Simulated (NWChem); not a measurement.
System meant: C4H4N2; SMILES N#CCCC#N

The following NWChem deck was run.

```
start job
memory heap 200 mb stack 900 mb global 1100 mb
geometry units angstroms noautoz
  N     -0.184552     2.977185     0.000000
  C      0.170665     1.876343     0.000000
  C      0.597831     0.482761     0.000000
  C     -0.597831    -0.482761     0.000000
  C     -0.170665    -1.876343     0.000000
  N      0.184552    -2.977185     0.000000
  H      1.231373     0.307953    -0.883914
  H      1.231373     0.307953     0.883914
  H     -1.231373    -0.307953     0.883914
  H     -1.231373    -0.307953    -0.883914
end
basis spherical
  N library def2-svp
  C library def2-svp
  H library def2-svp
end
dft
  xc xpbe96 cpbe96
  iterations 4
  mulliken
end
task dft energy
```

End of the output:

```
    Atom       Charge   Shell Charges
 -----------   ------   -------------------------------------------------------
    1 N    7     7.06   1.98  0.87  0.59  2.08  1.50  0.05
    2 C    6     6.03   1.97  0.65  0.30  1.87  1.14  0.10
    3 C    6     6.05   1.96  0.58  0.29  1.94  1.19  0.09
    4 C    6     6.05   1.96  0.58  0.29  1.94  1.19  0.09
    5 C    6     6.03   1.97  0.65  0.30  1.87  1.14  0.10
    6 N    7     7.06   1.98  0.87  0.59  2.08  1.50  0.05
    7 H    1     0.93   0.62  0.24  0.07
    8 H    1     0.93   0.62  0.24  0.07
    9 H    1     0.93   0.62  0.24  0.07
   10 H    1     0.93   0.62  0.24  0.07

 center of mass
 --------------
 x =   0.00000000 y =   0.00000000 z =   0.00000000

 moments of inertia (a.u.)
 ------------------
        1220.800919760556           0.000000000000           0.000000000000
           0.000000000000          69.603778175023           0.000000000000
           0.000000000000           0.000000000000        1267.909345019772

     Multipole analysis of the density
     ---------------------------------

     L   x y z        total         alpha         beta         nuclear
     -   - - -        -----         -----         ----         -------
     0   0 0 0     -0.000000    -21.000000    -21.000000     42.000000

     1   1 0 0     -0.000000     -0.000000     -0.000000      0.000000
     1   0 1 0     -0.000000     -0.000000     -0.000000      0.000000
     1   0 0 1     -0.000000     -0.000000     -0.000000      0.000000

     2   2 0 0    -23.779792    -31.844778    -31.844778     39.909765
     2   1 1 0      2.728901      0.006008      0.006008      2.716884
     2   1 0 1      0.000000      0.000000      0.000000      0.000000
     2   0 2 0    -44.508743   -324.936425   -324.936425    605.364108
     2   0 1 1      0.000000      0.000000      0.000000      0.000000
     2   0 0 2    -24.250482    -17.705414    -17.705414     11.160347

 ------------------------------------------------------------------------
 dft energy failed                                                                                  0
 ------------------------------------------------------------------------
 ------------------------------------------------------------------------
  current input line :
    25: task dft energy
 ------------------------------------------------------------------------
 ------------------------------------------------------------------------
 This type of error is most commonly associated with calculations not reaching convergence criteria
 ------------------------------------------------------------------------
 For more information see the NWChem manual at https://nwchemgit.github.io

0:dft energy failed:Received an Error in Communication
```

### Question
Can this run be used? If not, why, and what is the fix?

### Answer
Convergence was not reached. Cause: the SCF was allowed too few iterations. This input runs:
```
start job
memory heap 200 mb stack 900 mb global 1100 mb
geometry units angstroms noautoz
  N     -0.184552     2.977185     0.000000
  C      0.170665     1.876343     0.000000
  C      0.597831     0.482761     0.000000
  C     -0.597831    -0.482761     0.000000
  C     -0.170665    -1.876343     0.000000
  N      0.184552    -2.977185     0.000000
  H      1.231373     0.307953    -0.883914
  H      1.231373     0.307953     0.883914
  H     -1.231373    -0.307953     0.883914
  H     -1.231373    -0.307953    -0.883914
end
basis spherical
  * library def2-svp
end
dft
  xc xpbe96 cpbe96
  iterations 150
  mulliken
end
task dft energy
```
It converges to -263.77563 Ha (PBE/def2-SVP).
